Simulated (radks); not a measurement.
Task: All-electron atom: Tm3+ in [Xe] 4f11 5f1 (not the ground configuration). Calculated with a radial shooting solver on a logarithmic mesh with Libxc functionals: scalar-relativistic Kohn-Sham, r2SCAN, spin-polarised, spherical densities, finite nucleus; open shells are filled with parallel spins first (spin-orbit coupling, left out, can overturn this in heavy ions); meta-GGA in the generalised Kohn-Sham scheme; Fermi nuclear charge, rms radius 5.2256 fm. Some entries of the table are withheld. Estimate them.

orbital  occ.  eigenvalue (eV)  <1/r> (bohr^-1)  <r> (bohr)
1s up       1        -59406.92            79.07     0.02001
1s down     1        -59406.92            79.07     0.02001
2s up       1        -10087.23            18.44     0.08486
2s down     1        -10087.22            18.44     0.08486
2p up       3        -8908.999            16.97     0.07542
2p down     3        -8908.984            16.97     0.07542
3s up       1        -2315.982            6.815      0.2207
3s down     1        -2314.078            6.819      0.2206
3p up       3        -1957.435            6.348      0.2202
3p down     3        -1955.528            6.352      0.2201
3d up       5        -1514.056            6.005      0.2000
3d down     5        -1512.595            6.009      0.1998
4s up       1        -502.1946            2.874      0.4970
4s down     1        -498.3159            2.873      0.4971
4p up       3        -383.5043            2.631      0.5267
4p down     3        -379.6713            2.629      0.5269
4d up       5        -225.1086            2.331      0.5676
4d down     5        -221.3043            2.328      0.5684
5s up       1         -96.6534            1.124       1.181
5s down     1         -95.0963            1.111       1.192
5p up       3         -66.9885           0.9632       1.355
5p down     3         -65.9018           0.9524       1.366
4f up       7         -51.2123            1.811      0.7062
4f down     4         -47.6865            1.793      0.7177
5f up       1         -11.6894           0.2798         (1)

Result: 
(1) 5f up <r> (bohr): 4.286
